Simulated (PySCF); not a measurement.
From computed data to an observable: oscillator strength and radiative lifetime

B(Cl)(GeH3)(OMe) (CH6BClGeO), SMILES CO[B](Cl)[GeH3].

Geometry: PBE-D3(BJ)/def2-SVP. The values are those of a single conformer.

PySCF with TDDFT-PBE/def2-SVPD puts the first singlet state with f over 0.02 at 6.34 eV (vertical), with the transition dipole (-0.659, -0.135, 0.000) in atomic units.

Question: Find the oscillator strength, the wavelength and the radiative lifetime that this transition would have in vacuum if emission retraced absorption.

Answer: 
|μ|² = 0.4525 au, so |μ| = 1.71 D. ΔE = 6.34/27.211 = 0.2330 hartree. f = (2/3) ΔE |μ|² = 0.070 (the program prints 0.070).
λ = 1239.84/6.34 = 196 nm; ν = 51136 cm⁻¹.
Einstein's coefficient A = 0.6670 ν² f s⁻¹ (ν in cm⁻¹) = 1.2e8 s⁻¹, so τ = 1/A = 8.2 ns. This state is S3; the lower singlets have f = 0.007, 0.000. The figure is the radiative limit of this one transition; relaxation, internal conversion, crossing to triplets and a medium change what is measured.
